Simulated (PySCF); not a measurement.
Ti(SH)2 holds Ti(II), d2, at total charge 0. The structure is a PBE0-D3(BJ)/def2-TZVP geometry optimised for multiplicity 3; coordination linear, point group C2h, metal–donor distances 2.33 Å.

```
5

Ti    0.000    0.000    0.000
S     0.000    0.000    2.327
H     1.337    0.000    2.494
S     0.000    0.000   -2.327
H    -1.337    0.000   -2.494
```

Method (PySCF 2.14, density fitting): CASSCF(2,5) with orbitals averaged over all microstates of the shell, strongly contracted NEVPT2 on the averaged canonical orbitals; basis x2c-TZVPall on the metal, x2c-SVPall elsewhere; spin-free X2C; gas phase; spin-orbit coupling by state interaction with the mean-field operator over all roots.

Problem. Which term lies lowest, and with what spin?

Solution. 3Bg (S = 1, orbital degeneracy 1), orbital occupations from the lowest 0.3 0.9 0.6 0.1 0.1, by NEVPT2, but only 241 cm⁻¹ below 3Ag, which doesn't decide their order.

Problem. Where do the spin-allowed transitions within the shell lie?

Solution. By NEVPT2, the lowest six: 3Ag at 241 cm⁻¹; 3Ag at 957 cm⁻¹; 3Bg at 1158 cm⁻¹; 3Bg at 4028 cm⁻¹; 3Ag at 5042 cm⁻¹; 3Bg at 6287 cm⁻¹ (1591 nm). All are electric-dipole forbidden at this geometry.

Problem. Which is the lowest state of another spin?

Solution. 1Ag at 6357 cm⁻¹ by NEVPT2; CASSCF alone puts it at 8028 cm⁻¹ above the same ground state.

Problem. Give the fitted ligand-field and repulsion parameters.

Solution. At CASSCF level (the NEVPT2 levels don't fit a ligand-field model well): orbital energies 0, 290, 2736, 3180, 7748 cm⁻¹; B = 709 cm⁻¹; C = 2995 cm⁻¹; B over its free-ion value at the same level 0.798; rms of the fit 405 cm⁻¹; ζ = 104 cm⁻¹ (free ion 123).

Problem. What are the magnetic parameters?

Solution. The ground multiplet can be fitted only roughly by a spin Hamiltonian with S = 1, g = 0.476, 1.554, 1.837, D = -44.03 cm⁻¹, E/|D| = 0.09 (spin-orbit part alone); the lowest levels hold 90 % of the spin-free ground state. μeff is 3.11 μB at 300 K and 1.09 μB at 10 K; the spin-only value is 2.83 μB.

No frequencies were computed for the optimised geometry. 3Ag (241 cm⁻¹) lies within 300 cm⁻¹ of 3Bg at NEVPT2 level, inside the method's error: their order is undecided, and g values and low-temperature moments can hang on it. NEVPT2 lifts 3Bg from 2806 to 4028 cm⁻¹; on the d shell alone such lifts tend to overshoot. An active orbital has only 0.71 squared overlap with the free ion's shell, so the metal shell alone is a small active space here.

The job took 3.8 s on one thread of Arm Neoverse V2 (shared host), with 94 basis functions, launched as `OMP_NUM_THREADS=1 python lf_run.py task.json out`.
